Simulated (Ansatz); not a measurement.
**Appearance energy of a fragment ion: SnH3(CF3) → [CF3]+ + SnH3 + e⁻**

Species: SnH3(CF3), singlet; [CF3]+ `F[C+](F)F`, singlet; SnH3 `[SnH3]`, doublet. 

Shapes, held fixed at every level: PBE0-D4/def2-TZVP. Programs: Ansatz 0.2.0. Electronic energies: no zero-point or thermal term.

Problem. Estimate ΔE of this reaction.

Solution. The highest level, CCSD(T)/def2-TZVPP, gives ΔE = +11.78 eV; the levels span +11.32 to +12.07. The column of differences is taken from that level and isn't an error. No measured value is set beside it here. Open shells run unrestricted unless RO is named. For atoms past krypton def2 sets carry core potentials with scalar relativity. Correlated rows may include outer-core shells of Sn, which these sets cover unevenly. The onset seen in experiment also holds zero-point changes and kinetic shifts.

```tsv
level	kind	ΔE (eV)	less CCSD(T)/def2-TZVPP
SPW92/def2-TZVPP	LDA	+12.07	+0.29
r2SCAN-D4/def2-TZVPP	meta-GGA	+11.72	-0.06
BHLYP-D4/def2-TZVPP	global hybrid	+11.86	+0.08
MP2/def2-SVP	perturbation theory	+11.32	-0.46
MP2/def2-TZVPP	perturbation theory	+11.76	-0.02
CCSD(T)/def2-SVP	coupled cluster or CI	+11.36	-0.42
CCSD(T)/def2-TZVPP	coupled cluster or CI	+11.78	0.00
```
